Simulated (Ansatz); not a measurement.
Saddle point of SiH$_{4}$ClOF, singlet (SiH₃OF ([OH][SiH2][F]) + HCl → SiH₃ClO ([OH][SiH2][Cl]) + HF; bonds formed: Si1–Cl7, F2–H6; bonds broken: Si1–F2, H6–Cl7), PBE0-D4/def2-TZVP structure:

```
atom    x (Å)    y (Å)    z (Å)
 Si1  -0.4540  -0.3319  -0.0283
  F2   1.1851  -1.0857   0.7296
  H3  -0.4104  -0.9221  -1.3758
  H4  -1.1074  -1.2341   0.9397
  O5  -1.3459   1.0068   0.2372
  H6   1.7302  -0.3270   0.2963
 Cl7   1.4401   1.0774  -0.6213
  H8  -1.0375   1.8165  -0.1774
```

Energies are electronic, without zero-point energy. Barriers and step energies count from the start structure reached by relaxing down the imaginary mode; all methods use the PBE0-D4 structures, on which another method's saddle can fall below an end. Program: Ansatz 0.2.0. Basis: def2-TZVPP, with def2-QZVPP for the basis limit. Cores are frozen in the correlated methods. B3LYP uses VWN-RPA correlation. Extrapolation: Hartree–Fock as exp(−7.88 √X), correlation as X^−2.97.

```tsv
method	barrier (eV)	step energy (eV)
SPW92	?	0.443
PBE-D4	1.296	0.404
BLYP-D4	1.514	0.515
r2SCAN-D4	1.468	0.494
B97M-V	1.665	0.554
PBE0-D4	1.468	0.415
B3LYP-D4	1.633	0.524
r2SCAN0-D4	1.572	0.483
BHLYP-D4	1.828	0.557
CAM-B3LYP-D4	1.676	0.577
wB97X-V	1.624	0.506
wB97M-V	1.550	0.497
B2PLYP	1.682	0.531
PBE-QIDH	1.601	0.449
RPA on PBE	?	0.560
HF	?	0.612
MP2	1.641	0.482
CCSD	1.836	0.545
CCSD(T)	1.724	0.526
```

**Question.** Fill in the withheld barriers. (An estimate is asked for; the value comes from the calculation.)

**Answer.** The calculation gives: SPW92 1.030; RPA on PBE 1.732; HF 2.302 eV. Each is the energy of the saddle less that of the start structure, by the same method.

For comparison, the barrier by CCSD(T) at an estimated basis limit (MP2 extrapolated from triple and quadruple zeta, plus CCSD(T) − MP2 in triple zeta) is 1.677 eV.

T1 diagnostic: at most 0.012.

Labels in which every atom is bracketed show which atoms are joined, not bond orders.

For scale, one of the runs: CCSD(T)/def2-TZVPP, 202 basis functions, launched by `ansatz run in.yaml --threads 4 --pin off --events-out ev --progress --plain --max-ram 9574MiB`. Time: 62 s of wall clock on 4 CPU threads of an Arm Neoverse V1; the host was shared. Peak host memory: 2.5 GiB.
